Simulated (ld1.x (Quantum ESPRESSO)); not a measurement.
# Before and after: PAW potential for platinum

- Element: platinum
- Generator: ld1.x (Quantum ESPRESSO) 7.5
- Type: PAW
- Functional: PBE
- Relativity: scalar-relativistic
- Frozen core: [Xe] 4f14
- Valence charge: 10
- Reference configuration: 5d9 6s0.5 6p0.5
- Partial waves: 6s (bound): rcut 2.25, rcutus 2.45 bohr; 6s channel at 0.25 Ry: rcut 2.25, rcutus 2.45 bohr; 6p (bound): rcut 2.20, rcutus 2.80 bohr; 6p channel at 0.65 Ry: rcut 2.20, rcutus 2.80 bohr; 5d (bound): rcut 1.70, rcutus 2.15 bohr; 5d channel at 0.15 Ry: rcut 1.70, rcutus 2.15 bohr
- Local potential: all-electron potential smoothed inside 1.70 bohr (lloc = -1)
- Core correction: a·sin(br)/r model core, default radius (ld1.x builds one for every PAW set, though the input has nlcc=.false.)
- Augmentation charge: BESSEL, radius 1.85 bohr

Change: local potential all-electron potential smoothed inside 2.30 bohr (lloc = -1).

Cutoffs: the cutoffs (Ry, on a coarse ladder) from which the occupation-weighted sum of valence levels, in a spherical-Bessel basis at the reference potential, stays within 10 and 1 mRy of its value at 400 Ry; they do not see the model core or the augmentation charge, which bear on the density cutoff. Errors are all-electron minus pseudo energies relative to the spin-unpolarised reference configuration.

Task: How do hardness, ghosts and transferability respond?

Result: The potential gets neither clearly harder nor softer (25 Ry and 40 Ry → 25 Ry and 40 Ry); the bound ghost in p, s disappears; of the 7 tests that both files solve, the error grows in 2 and shrinks in 2 by more than 15 % and 0.3 meV (median size 19.2 → 21.6 meV); the range in which the p phases agree narrows (upper end 4.2 → 2.9). A state that the projectors do not describe sees the local part alone, so a deeper or shallower local part can create or remove a ghost.

```csv
quantity,base,changed
"cutoff, loose",25 Ry,25 Ry
"cutoff, tight",40 Ry,40 Ry
bound ghosts,"s, p",none
"error for 5d9 6s1 6p0, meV [ΔE -2.46 eV]",+1.5,+1.2
"error for 5d9 6s0 6p0, meV [ΔE 6.73 eV]",+3.3,+0.4
"error for 5d8 6s0 6p0, meV [ΔE 26.70 eV]",-44,-52
"error for 5d8 6s1 6p0, meV [ΔE 8.71 eV]",-28,-28
"error for 5d8 6s1 6p1, meV [ΔE 4.11 eV]",-19,-22
"error for 5d9 6s0 6p1, meV [ΔE 2.59 eV]",-0.9,-0.7
"error for 5d6 6s0 6p0, meV [ΔE 104.57 eV]",-814,-819
s: phases at 3.04 bohr within 0.05 rad from the reference energy up to (Ry; the scan ends near 5),3.1,2.4
p: phases at 3.04 bohr within 0.05 rad from the reference energy up to (Ry; the scan ends near 5),4.2,2.9
d: phases at 3.04 bohr within 0.05 rad from the reference energy up to (Ry; the scan ends near 5),to the end of the scan,to the end of the scan
lowest overlap eigenvalue by channel,"s 0.28, p 0.44, d 1.00","s 0.37, p 0.52, d 1.00"
```

 A true bound ghost makes a file unfit for plane-wave use even where its test errors are small: the radial tests pick states by their node count and pass the ghost by.
